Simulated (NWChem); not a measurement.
Everything below was run with NWChem. System: H2Si2, charge 0, spin multiplicity 1, displaced from the optimised geometry. The structure started from a generated list of species.

The NWChem input:

```
start mol
memory heap 200 mb stack 900 mb global 1100 mb
geometry units angstroms nocenter noautoz noautosym
  Si     0.000000     0.000000     0.973979
  Si     0.000000     0.000000    -1.232154
  H     -1.238918     0.000000     1.807220
  H      3.097294     0.000000     3.057081
end
basis spherical
  * library cc-pvdz
end
dft
  xc xpbe96 cpbe96
  semidirect memsize 60000000 filesize 0
  iterations 100
end
task dft energy
```

The output up to the point where the run's verdict is printed (cleaned and shortened):

```
             Northwest Computational Chemistry Package (NWChem) 7.3.0
             --------------------------------------------------------

                                NWChem Input Module
                                -------------------

 Scaling coordinates for geometry "geometry" by  1.889725989
 (inverse scale =  0.529177249)

                             Geometry "geometry" -> ""
                             -------------------------

 Output coordinates in angstroms (scale by  1.889725989 to convert to a.u.)

  No.       Tag          Charge          X              Y              Z
 ---- ---------------- ---------- -------------- -------------- --------------
    1 Si                  14.0000     0.00000000     0.00000000     0.97397900
    2 Si                  14.0000     0.00000000     0.00000000    -1.23215400
    3 H                    1.0000    -1.23891800     0.00000000     1.80722000
    4 H                    1.0000     3.09729400     0.00000000     3.05708100

 Effective nuclear repulsion energy (a.u.)      57.7353223463

            Nuclear Dipole moment (a.u.)
            ----------------------------
        X                 Y               Z
 ---------------- ---------------- ----------------
     3.5118214238     0.0000000000     2.3618759166


 Summary of "ao basis" -> "" (spherical)
 ------------------------------------------------------------------------------
       Tag                 Description            Shells   Functions and Types
 ---------------- ------------------------------  ------  ---------------------
 *                          cc-pvdz                   on all atoms

  pbe96 is a nonlocal functional; adding pw91lda local functional.

                                 NWChem DFT Module
                                 -----------------

 Summary of "ao basis" -> "ao basis" (spherical)
 ------------------------------------------------------------------------------
       Tag                 Description            Shells   Functions and Types
 ---------------- ------------------------------  ------  ---------------------
 Si                         cc-pvdz                  8       18   4s3p1d
[...]
 d= 0,ls=0.5,diis    52   -579.5606520339 -4.08D-05  4.08D-05  1.26D-03    17.1
 d= 0,ls=0.5,diis    53   -579.5606868128 -3.48D-05  4.09D-05  1.17D-03    17.4
 d= 0,ls=0.5,diis    54   -579.5607197472 -3.29D-05  4.46D-05  1.09D-03    17.6
 d= 0,ls=0.5,diis    55   -579.5607521668 -3.24D-05  4.37D-05  1.02D-03    17.9
 d= 0,ls=0.5,diis    56   -579.5607820660 -2.99D-05  4.57D-05  9.45D-04    18.2
 d= 0,ls=0.5,diis    57   -579.5608100578 -2.80D-05  5.05D-05  8.79D-04    18.4
 d= 0,ls=0.5,diis    58   -579.5608384483 -2.84D-05  5.47D-05  8.14D-04    18.7
 d= 0,ls=0.5,diis    59   -579.5608658759 -2.74D-05  6.02D-05  7.53D-04    19.0
 d= 0,ls=0.5,diis    60   -579.5608915524 -2.57D-05  6.75D-05  7.01D-04    19.2
 d= 0,ls=0.5,diis    61   -579.5609167442 -2.52D-05  7.94D-05  6.53D-04    19.5
 d= 0,ls=0.5,diis    62   -579.5609442288 -2.75D-05  9.11D-05  6.08D-04    19.8
 d= 0,ls=0.5,diis    63   -579.5609752437 -3.10D-05  1.09D-04  5.58D-04    20.0
 d= 0,ls=0.5,diis    64   -579.5610120495 -3.68D-05  1.28D-04  5.06D-04    20.3
 d= 0,ls=0.5,diis    65   -579.5610581490 -4.61D-05  1.46D-04  4.48D-04    20.6
 d= 0,ls=0.5,diis    66   -579.5611064157 -4.83D-05  1.72D-04  4.08D-04    20.8
 d= 0,ls=0.5,diis    67   -579.5611690368 -6.26D-05  2.00D-04  3.60D-04    21.1
 d= 0,ls=0.5,diis    68   -579.5612450260 -7.60D-05  2.39D-04  3.29D-04    21.4
 d= 0,ls=0.5,diis    69   -579.5613498077 -1.05D-04  2.70D-04  2.75D-04    21.6
 d= 0,ls=0.5,diis    70   -579.5614668412 -1.17D-04  3.26D-04  2.82D-04    21.9
 d= 0,ls=0.5,diis    71   -579.5616442598 -1.77D-04  3.79D-04  2.42D-04    22.2
 d= 0,ls=0.5,diis    72   -579.5618652153 -2.21D-04  4.41D-04  2.60D-04    22.5
 d= 0,ls=0.5,diis    73   -579.5621516181 -2.86D-04  5.32D-04  3.42D-04    22.8
 d= 0,ls=0.5,diis    74   -579.5625420003 -3.90D-04  6.13D-04  4.71D-04    23.1
 d= 0,ls=0.5,diis    75   -579.5630737846 -5.32D-04  7.13D-04  6.49D-04    23.3
 d= 0,ls=0.5,diis    76   -579.5637966766 -7.23D-04  8.35D-04  9.10D-04    23.6
 d= 0,ls=0.5,diis    77   -579.5647863588 -9.90D-04  9.75D-04  1.26D-03    23.9
 d= 0,ls=0.5,diis    78   -579.5661073954 -1.32D-03  1.17D-03  1.75D-03    24.2
 d= 0,ls=0.5,diis    79   -579.5677979310 -1.69D-03  1.36D-03  2.68D-03    24.5
 d= 0,ls=0.5,diis    80   -579.5698438746 -2.05D-03  1.55D-03  4.28D-03    24.8
 d= 0,ls=0.5,diis    81   -579.5721863011 -2.34D-03  1.77D-03  6.79D-03    25.0
 d= 0,ls=0.5,diis    82   -579.5745358734 -2.35D-03  1.99D-03  1.12D-02    25.3
 d= 0,ls=0.5,diis    83   -579.5764038036 -1.87D-03  2.22D-03  1.86D-02    25.6
 d= 0,ls=0.5,diis    84   -579.5767642762 -3.60D-04  2.43D-03  3.15D-02    25.9
 d= 0,ls=0.5,diis    85   -579.5744877751  2.28D-03  2.60D-03  5.20D-02    26.1
 d= 0,ls=0.5,diis    86   -579.5681463589  6.34D-03  2.68D-03  8.24D-02    26.4
 d= 0,ls=0.5,diis    87   -579.5572610409  1.09D-02  2.73D-03  1.21D-01    26.7
 d= 0,ls=0.5,diis    88   -579.5407522049  1.65D-02  2.74D-03  1.66D-01    27.0
 d= 0,ls=0.5,diis    89   -579.5187893659  2.20D-02  2.71D-03  2.14D-01    27.2
 d= 0,ls=0.5,diis    90   -579.4919407178  2.68D-02  2.66D-03  2.59D-01    27.5
 d= 0,ls=0.5,diis    91   -579.4616365971  3.03D-02  2.48D-03  2.95D-01    27.7
 d= 0,ls=0.5,diis    92   -579.4320798585  2.96D-02  2.07D-03  3.15D-01    28.0
 d= 0,ls=0.5,diis    93   -579.4126867278  1.94D-02  1.81D-03  3.13D-01    28.2
 d= 0,ls=0.5,diis    94   -579.3968508625  1.58D-02  1.67D-03  3.07D-01    28.5
 d= 0,ls=0.5,diis    95   -579.3833599257  1.35D-02  1.51D-03  3.08D-01    28.8
 d= 0,ls=0.5,diis    96   -579.3695455091  1.38D-02  1.93D-03  3.09D-01    29.0
 d= 0,ls=0.5,diis    97   -579.3910311457 -2.15D-02  1.70D-03  2.76D-01    29.3
 d= 0,ls=0.5,diis    98   -579.4131932011 -2.22D-02  2.81D-03  2.66D-01    29.6
 d= 0,ls=0.5,diis    99   -579.4578251978 -4.46D-02  3.69D-03  2.42D-01    29.8
 d= 0,ls=0.5,diis   100   -579.5176605405 -5.98D-02  3.66D-03  1.88D-01    30.1
```

Convergence was not reached. The next line reads: Calculation failed to converge. NWChem stopped with the message: dft energy failed.
